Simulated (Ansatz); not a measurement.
Cost and result for the atomization energy of CH₆BFSi₂ (`F[SiH]1CB1[SiH3]`) (11 atoms, 11 bonds).

```xyz
11

F     0.543   -1.875    1.991
Si    0.627   -0.327    1.615
C    -0.847    0.811    0.802
B     0.236    0.342   -0.094
Si    0.262   -0.265   -1.984
H     0.914    0.379    2.880
H    -0.717    1.317    1.771
H    -1.891    0.887    0.500
H    -1.009    0.038   -2.702
H     1.370    0.424   -2.703
H     0.511   -1.731   -2.075
```

Total charge 0; spin multiplicity 1. All single points use the PBE0-D4/def2-TZVP geometry. Program: Ansatz. All runs use 4 threads of an Arm Neoverse V1 on a shared host. Times are those of one run each, without the atoms' runs, and a repeat can differ threefold. Electronic energies, without spin–orbit coupling; frozen cores. CCSD(T)/CBS adds CCSD(T) − MP2 in def2-TZVPP to the MP2 limit, and its time is that of the two runs behind it. T1 = 0.014. B3LYP takes the VWN-RPA correlation (the form of Gaussian; ORCA's B3LYP/G).

CCSD(T)/CBS is a level of theory with its own doubt, some kJ/mol a heavy atom from the limit and from the frozen cores, so smaller differences don't rank the functionals.

```json
{"level": "PBE-D4/def2-TZVPP (with forces)", "functions": "261", "wall time": "2.8 s"}
{"level": "PBE0-D4/def2-TZVPP", "functions": "261", "wall time": "3.3 s"}
{"level": "r2SCAN-D4/def2-TZVPP (with forces)", "functions": "261", "wall time": "4.9 s"}
{"level": "B3LYP-D4/def2-TZVPP (with forces)", "functions": "261", "wall time": "5.5 s"}
{"level": "B2PLYP/def2-TZVPP", "functions": "261", "wall time": "6 s"}
{"level": "ωB97X-V/def2-TZVPP", "functions": "261", "wall time": "9 s"}
{"level": "ωB97M-V/def2-TZVPP (with forces)", "functions": "261", "wall time": "13 s"}
{"level": "MP2/def2-QZVPP", "functions": "491", "wall time": "24 s"}
{"level": "CCSD(T)/def2-TZVPP", "functions": "261", "wall time": "2.3 min"}
{"level": "CCSD(T)/CBS(def2)", "functions": "–", "wall time": "2.7 min"}
```

Question: What atomization energy does each give, and how far from CCSD(T)/CBS? (Best estimate.)

Answer: The calculation gave: 
```tsv
level	atomization (kJ/mol)	difference from CCSD(T)/CBS	per bond
PBE-D4/def2-TZVPP (with forces)	3849.4	52.4	4.8
PBE0-D4/def2-TZVPP	3800.3	3.3	0.3
r2SCAN-D4/def2-TZVPP (with forces)	3830.3	33.3	3.0
B3LYP-D4/def2-TZVPP (with forces)	3796.0	-1.0	-0.1
B2PLYP/def2-TZVPP	3756.3	-40.7	-3.7
ωB97X-V/def2-TZVPP	3820.3	23.3	2.1
ωB97M-V/def2-TZVPP (with forces)	3813.6	16.6	1.5
MP2/def2-QZVPP	3811.6	14.6	1.3
CCSD(T)/def2-TZVPP	3699.8	-97.2	-8.8
CCSD(T)/CBS(def2)	3797.0	0.0	0.0
```

In def2-TZVPP, CCSD(T) changes the Hartree–Fock value by +854.1 kJ/mol (the triples alone add +55.5 kJ/mol) and MP2 by +907.6 kJ/mol; breaking electron pairs costs correlation energy, which Hartree–Fock lacks. The D4 term adds +38.1 kJ/mol with B3LYP and +20.0 kJ/mol with PBE0; it sums over pairs of atoms, weighted by their polarisabilities, and B3LYP, whose exchange is more repulsive, gets the larger term. From PBE to PBE0 (25 % exact exchange), in def2-TZVPP and without D4, the atomization energy moves by −45.6 kJ/mol: exact exchange takes away binding that semilocal exchange gives to molecules.
